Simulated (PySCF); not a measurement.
# Dipole response of O⁺ (oxygen, charge +1)

[He] 2s2 2p3, high-spin 4S determinant. All numbers are calculated (PySCF 2.14, the non-relativistic Hamiltonian (point nucleus), in def2-TZVPPD (6s4p3d1f, 40 functions)). Coupled (time-dependent) response in atomic units; α is the mean over directions.

```json
{"method": "UHF", "mean α (bohr³)": "2.598", "C₆ (like pair)": "4.849", "S(−4)": "5.000"}
{"method": "PBE", "mean α (bohr³)": "2.664", "C₆ (like pair)": "5.202", "S(−4)": "4.373"}
{"method": "PBE0", "mean α (bohr³)": "2.610", "C₆ (like pair)": "5.036", "S(−4)": "4.319"}
{"method": "HSE06", "mean α (bohr³)": "2.616", "C₆ (like pair)": "5.046", "S(−4)": "4.349"}
```

S(−4) is the Cauchy moment in α(ω) = α(0) + S(−4) ω² + …

α(iu) at UHF:

| u (hartree) | α(iu) (bohr³) |
| --- | --- |
| 0 | 2.598 |
| 0.0500 | 2.586 |
| 0.100 | 2.550 |
| 0.200 | 2.421 |
| 0.300 | 2.249 |
| 0.500 | 1.888 |
| 0.750 | 1.514 |
| 1.00 | 1.232 |
| 1.50 | 0.8523 |
| 2.00 | 0.6179 |
| 3.00 | 0.3602 |
| 5.00 | 0.1611 |

A single London oscillator, α(iu) = α/(1 + u²/ω²), gives C₆ = (3/4) ω α². Matching the computed C₆ needs ω = 4 × 4.849 / (3 × 2.598²) = 0.958 hartree.

For an ion, C₆ is the dispersion term alone; charge-induced terms of lower order in 1/R come first.
